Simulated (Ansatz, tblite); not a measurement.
Spin states of trans-PdH(PF3)2Br (P2PdHBrF6), formally d⁸, each relaxed with PBE0-D4/def2-SVP in Ansatz. Electronic energies in the gas phase.

In the def2 sets Pd takes a core potential, while STO-3G treats all electrons; there is no spin–orbit coupling. The xTB rows come from tblite. Correlated methods freeze 25 core orbitals; core or outer-core shells of Pd, Br are correlated, in sets that lack core-valence functions. The rows differ in basis, and correlated rows in double-zeta sets carry the largest basis error. The name describes the singlet; other states may take another shape.

Singlet geometry (C2v within 0.1 Å):

Cartesian coordinates in Å:
```
Pd -0.007 0.048 -0.021
H -0.248 1.470 -0.614
P -1.836 -0.654 -1.080
F -2.998 -1.231 -0.198
F -1.662 -1.820 -2.117
F -2.677 0.337 -1.971
Br 0.375 -2.218 0.924
P 1.806 0.832 1.006
F 1.841 0.734 2.572
F 2.227 2.342 0.849
F 3.178 0.160 0.649
```

Triplet geometry (Cs within 0.1 Å):

```xyz
11

Pd   -0.058    0.034   -0.193
H    -1.673   -0.219   -0.104
P     0.457   -2.138   -0.726
F    -0.281   -3.193    0.176
F     1.914   -2.748   -0.663
F     0.020   -2.681   -2.146
Br    0.713   -0.374    2.170
P    -0.184    2.284    0.245
F    -1.123    2.631    1.457
F    -0.839    3.219   -0.850
F     1.053    3.185    0.635
```

Only these spin states were relaxed.

Second-order perturbation terms are unreliable where d shells bring near-degenerate states, and here MP2/def2-SVP lies more than 0.4 eV from the median of the functionals without such a term.

| level | triplet − singlet (kcal/mol) | lowest of these | remarks |
| --- | --- | --- | --- |
| GFN1-xTB | 44.3 | singlet | – |
| HF/STO-3G | -9.2 | triplet | – |
| HF/def2-SVP | 38.6 | singlet | – |
| PBE-D4/def2-TZVP | 44.0 | singlet | – |
| r2SCAN-D4/def2-TZVP | 45.4 | singlet | – |
| ωB97X-V/def2-TZVP | 50.4 | singlet | – |
| PBE-QIDH/def2-TZVP | 52.9 | singlet | test for broken spin undecided (singlet) |
| MP2/def2-SVP | 62.0 | singlet | – |

```tsv
state	donor atoms	mean metal–ligand distance (Å)	range (Å)	Mulliken spin on the metal (PBE0)
singlet	4	2.124	1.56–2.49	0
triplet	4	2.187	1.64–2.52	0.90
```

⟨S²⟩ at PBE0-D4/def2-SVP: singlet 0.00 (pure 0.00).

The xTB methods have no spin-polarisation term.
